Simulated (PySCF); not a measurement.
vanadium atom (V), quartet; B3LYP/def2-SVP (PySCF).

Input for PySCF:
```python
from pyscf import gto, scf, dft

mol = gto.M(
    atom='''
V     0.000000    0.000000    0.000000
''',
    basis='def2-svp',
    charge=0,
    spin=3,
    verbose=4,
)

mf = dft.UKS(mol)
mf.xc = 'b3lyp'
mf.kernel()
```

What the program printed (banner, timings and long lists left out):

```
PySCF version 2.14.0

[INPUT] verbose = 4
[INPUT] num. atoms = 1
[INPUT] num. electrons = 23
[INPUT] charge = 0
[INPUT] spin (= nelec alpha-beta = 2S) = 3
[INPUT] symmetry False subgroup None
[INPUT] Mole.unit = angstrom
[INPUT] Symbol           X                Y                Z      unit          X                Y                Z       unit  Magmom
[INPUT]  1 V      0.000000000000   0.000000000000   0.000000000000 AA    0.000000000000   0.000000000000   0.000000000000 Bohr   0.0

nuclear repulsion = 0
number of shells = 11
number of NR pGTOs = 73
number of NR cGTOs = 31
basis = def2-svp
ecp = {}

******** <class 'pyscf.dft.uks.UKS'> ********
method = UKS
initial guess = minao
damping factor = 0
level_shift factor = 0
DIIS = <class 'pyscf.scf.diis.CDIIS'>
diis_start_cycle = 1
diis_space = 8
diis_damp = 0
SCF conv_tol = 1e-09
SCF conv_tol_grad = None
SCF max_cycles = 50
direct_scf = True
direct_scf_tol = 1e-13
number electrons alpha = 13  beta = 10
XC library pyscf.dft.libxc version 7.1.2
    S. Lehtola, C. Steigemann, M. J. T. Oliveira, and M. A. L. Marques,  SoftwareX 7, 1–5 (2018)
XC functionals = b3lyp
    P. J. Stephens, F. J. Devlin, C. F. Chabalowski, and M. J. Frisch,  J. Phys. Chem. 98, 11623 (1994)
radial grids:
    Treutler-Ahlrichs [JCP 102, 346 (1995); DOI:10.1063/1.469408] (M4) radial grids

becke partition: Becke, JCP 88, 2547 (1988); DOI:10.1063/1.454033
pruning grids: <function nwchem_prune>
grids dens level: 3
symmetrized grids: False
atomic radii adjust function: <function treutler_atomic_radii_adjust>
small_rho_cutoff = 0
Set gradient conv threshold to 3.16228e-05
tot grids = 20904
init E= -943.451065749327

cycle= 1 E= -943.20799419198  delta_E= 0.243  |g|= 0.769  |ddm|= 1.82

cycle= 2 E= -941.275393976137  delta_E= 1.93  |g|= 1.12  |ddm|= 8.32
cycle= 3 E= -943.339725574756  delta_E= -2.06  |g|= 0.609  |ddm|= 8.31
cycle= 4 E= -943.618128487902  delta_E= -0.278  |g|= 0.482  |ddm|= 1.61
cycle= 5 E= -943.708064167793  delta_E= -0.0899  |g|= 0.326  |ddm|= 0.541
cycle= 6 E= -943.784406794748  delta_E= -0.0763  |g|= 0.0251  |ddm|= 0.967
cycle= 7 E= -943.785241979157  delta_E= -0.000835  |g|= 0.0108  |ddm|= 0.158
cycle= 8 E= -943.785423602646  delta_E= -0.000182  |g|= 0.00447  |ddm|= 0.0427
cycle= 9 E= -943.78561045752  delta_E= -0.000187  |g|= 0.00389  |ddm|= 0.0552
cycle= 10 E= -943.7856458899  delta_E= -3.54e-05  |g|= 0.000656  |ddm|= 0.0265
cycle= 11 E= -943.785650289535  delta_E= -4.4e-06  |g|= 0.000385  |ddm|= 0.0086
cycle= 12 E= -943.785652060642  delta_E= -1.77e-06  |g|= 0.0004  |ddm|= 0.00355
cycle= 13 E= -943.785643784035  delta_E= 8.28e-06  |g|= 0.000366  |ddm|= 0.0181
cycle= 14 E= -943.785632722036  delta_E= 1.11e-05  |g|= 0.000368  |ddm|= 0.0381
cycle= 15 E= -943.785630915015  delta_E= 1.81e-06  |g|= 8.8e-05  |ddm|= 0.0183
cycle= 16 E= -943.785630754204  delta_E= 1.61e-07  |g|= 5.82e-05  |ddm|= 0.00669
cycle= 17 E= -943.785630813813  delta_E= -5.96e-08  |g|= 6.33e-05  |ddm|= 0.00152
cycle= 18 E= -943.785630837514  delta_E= -2.37e-08  |g|= 4.06e-05  |ddm|= 0.00039
cycle= 19 E= -943.785630844494  delta_E= -6.98e-09  |g|= 4.06e-05  |ddm|= 0.000124
cycle= 20 E= -943.785630789497  delta_E= 5.5e-08  |g|= 4.13e-05  |ddm|= 0.000924
cycle= 21 E= -943.785630700582  delta_E= 8.89e-08  |g|= 4.62e-05  |ddm|= 0.00169
cycle= 22 E= -943.785630674783  delta_E= 2.58e-08  |g|= 3.93e-05  |ddm|= 0.00077
cycle= 23 E= -943.785630667981  delta_E= 6.8e-09  |g|= 3.93e-05  |ddm|= 0.000118
cycle= 24 E= -943.785630665878  delta_E= 2.1e-09  |g|= 3.93e-05  |ddm|= 3.73e-05
cycle= 25 E= -943.785630677431  delta_E= -1.16e-08  |g|= 3.93e-05  |ddm|= 0.000181
cycle= 26 E= -943.785630580354  delta_E= 9.71e-08  |g|= 3.92e-05  |ddm|= 0.00153
cycle= 27 E= -943.785630563971  delta_E= 1.64e-08  |g|= 3.91e-05  |ddm|= 0.000291
cycle= 28 E= -943.785630515282  delta_E= 4.87e-08  |g|= 3.91e-05  |ddm|= 0.00083
cycle= 29 E= -943.785630493506  delta_E= 2.18e-08  |g|= 3.9e-05  |ddm|= 0.000357
cycle= 30 E= -943.785630461583  delta_E= 3.19e-08  |g|= 3.89e-05  |ddm|= 0.000521
cycle= 31 E= -943.785630195132  delta_E= 2.66e-07  |g|= 3.82e-05  |ddm|= 0.00426
cycle= 32 E= -943.78562933845  delta_E= 8.57e-07  |g|= 3.87e-05  |ddm|= 0.0145
cycle= 33 E= -943.785629250781  delta_E= 8.77e-08  |g|= 3.76e-05  |ddm|= 0.00161
cycle= 34 E= -943.785628279965  delta_E= 9.71e-07  |g|= 5.25e-05  |ddm|= 0.0188
cycle= 35 E= -943.785628252959  delta_E= 2.7e-08  |g|= 6.37e-05  |ddm|= 0.000688
cycle= 36 E= -943.785627998051  delta_E= 2.55e-07  |g|= 9.68e-05  |ddm|= 0.00527
cycle= 37 E= -943.785627840103  delta_E= 1.58e-07  |g|= 0.000103  |ddm|= 0.00427
cycle= 38 E= -943.785627452372  delta_E= 3.88e-07  |g|= 0.000162  |ddm|= 0.00864
cycle= 39 E= -943.785627251028  delta_E= 2.01e-07  |g|= 0.000198  |ddm|= 0.00486
cycle= 40 E= -943.785628680769  delta_E= -1.43e-06  |g|= 4.18e-05  |ddm|= 0.0307
cycle= 41 E= -943.785628433322  delta_E= 2.47e-07  |g|= 5.4e-05  |ddm|= 0.00498
cycle= 42 E= -943.785628637834  delta_E= -2.05e-07  |g|= 5.17e-05  |ddm|= 0.00422
cycle= 43 E= -943.785628444233  delta_E= 1.94e-07  |g|= 5.37e-05  |ddm|= 0.00395
cycle= 44 E= -943.785628574223  delta_E= -1.3e-07  |g|= 3.67e-05  |ddm|= 0.00259
cycle= 45 E= -943.785628660156  delta_E= -8.59e-08  |g|= 3.42e-05  |ddm|= 0.00166
cycle= 46 E= -943.785628635527  delta_E= 2.46e-08  |g|= 3.53e-05  |ddm|= 0.000571
cycle= 47 E= -943.785628567477  delta_E= 6.8e-08  |g|= 3.59e-05  |ddm|= 0.00146
cycle= 48 E= -943.785628725812  delta_E= -1.58e-07  |g|= 3.3e-05  |ddm|= 0.00307
cycle= 49 E= -943.785628650626  delta_E= 7.52e-08  |g|= 3.28e-05  |ddm|= 0.00148
cycle= 50 E= -943.785628298028  delta_E= 3.53e-07  |g|= 3.19e-05  |ddm|= 0.00738
SCF not converged.
SCF energy = -943.785628298028 after 50 cycles  <S^2> = 3.7534459  2S+1 = 4.0017226
```

Convergence was not reached.
